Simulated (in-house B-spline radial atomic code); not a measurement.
A fraction x of an electron is removed from 3d in Zn²⁺, starting from [Ar] 3d10 and keeping the highest spin. Level of theory: scalar-relativistic (X2C) LC-wPBE, spin-polarised, spherical fractional occupations, Fermi nucleus of rms radius 3.9283 fm; calculated with an all-electron radial atomic-structure program (B-spline basis).

Caution: exact exchange at fractional occupations of open shells leaves self-interaction of up to several eV.

| x | E(x) - E(0) (eV) | 3d down level (eV) |
| --- | --- | --- |
| 0 | 0.0000 | -36.194 |
| 0.06 | 2.2003 | -37.151 |
| 0.18 | 6.7750 | -39.096 |
| 0.32 | 12.4102 | -41.416 |
| 0.39 | 15.3507 | -42.596 |
| 0.5 | 20.1393 | -44.477 |
| 0.56 | 22.8391 | -45.516 |
| 0.7 | 29.3834 | -47.978 |
| 0.81 | 34.7691 | -49.947 |
| 0.99 | 44.0544 | -53.235 |
| 1 | 44.5877 | -53.420 |

The exact functional would give a straight line between the two integer points. Deviations E(x) - E(0) - x[E(1) - E(0)], in eV: -0.475 at x = 0.06, -1.251 at x = 0.18, -1.858 at x = 0.32, -2.039 at x = 0.39, -2.155 at x = 0.5, -2.13 at x = 0.56, -1.828 at x = 0.7, -1.347 at x = 0.81, -0.087 at x = 0.99.

The curve lies below the straight line by up to 2.155 eV (at x = 0.5): convex, the delocalisation error, to which spherically averaged exact exchange adds.

**Question.** How well does Slater's transition state (minus the level at half occupation) give the ionisation energy?

**Answer.** It gives 44.477 eV against 44.588 eV from the two total energies; NIST lists 39.72 eV, ground level to ground level. The end point has an open shell averaged over its orbitals, so its exact exchange keeps a self-interaction and this is no true integer point.
